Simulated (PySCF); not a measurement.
From one molecule to another.

First species: CF3SO2Cl.
Numbering: `[O:1]=[S:2](=[O:3])([Cl:4])[C:5]([F:6])([F:7])[F:8]`

Geometry (PBE0-D3(BJ)/def2-TZVP, Å), atoms numbered from 1 in this order:
```xyz
8
CClF3O2S angstrom
O      1.0026   -0.5469    1.5929
S      0.8942   -0.2906    0.2018
O      1.3563   -1.1904   -0.7931
Cl     1.6636    1.5370   -0.1771
C     -0.9019    0.0656   -0.1592
F     -1.5635   -1.0534    0.0650
F     -1.3430    1.0156    0.6382
F     -1.0451    0.4288   -1.4166
```

Second species: C2H3P.
Numbering: `[CH3:1][C:2]#[P:3]` (hydrogens: H4, H5, H6 on C1)

Levels: B97-2/pcSseg-2 for dipole moment, HOMO energy, LUMO energy and HOMO–LUMO gap; PBE0-D3(BJ)/def2-TZVP for rotational constant A and rotational constant C. Geometries: PBE0-D3(BJ)/def2-TZVP. Each structure is a single optimised conformer of the isolated species, non-relativistic unless stated. Electronic properties by PySCF.

Dipoles, sizes and rotational constants follow the conformer. The torsions of the flexible species, by atom-mapped SMILES:
- `[O:1]=[S:2](=[O:3])([Cl:4])[C:5]([F:6])([F:7])[F:8]`: O1–S2–C5–F6 -66°

Values for the first species:

- Dipole moment: 1.79 D
- HOMO energy: -9.69 eV
- LUMO energy: -2.16 eV
- HOMO–LUMO gap: 7.53 eV
- Rotational constant A: 2.097 GHz
- Rotational constant C: 1.179 GHz

(1) Estimate the same properties for the second species, and the change in each.

Answers

(1) 
```csv
property,first,second,second less first
dipole moment,1.79 D,1.67 D,-0.12 D
HOMO energy,-9.69 eV,-7.26 eV,+2.43 eV
LUMO energy,-2.16 eV,-1.03 eV,+1.13 eV
HOMO–LUMO gap,7.53 eV,6.23 eV,-1.30 eV
rotational constant A,2.097 GHz,160.033 GHz,+157.936 GHz
rotational constant C,1.179 GHz,5.064 GHz,+3.885 GHz
```

On the first: A dipole of 1.79 D is allowed in Cs, and pure rotational transitions are dipole-allowed. The dipole equals about 6.0 × 10⁻³⁰ C·m (1 D = 3.33564 × 10⁻³⁰ C·m). Geometry: PBE0-D3(BJ)/def2-TZVP; no solvent, vibrations or thermal averaging.

On the second: Point group C3v permits a dipole; with 1.67 D the species has a pure rotational spectrum. In atomic units the dipole is 0.66 e·bohr (1 au = 2.5417 D). Geometry: PBE0-D3(BJ)/def2-TZVP; no solvent, vibrations or thermal averaging.
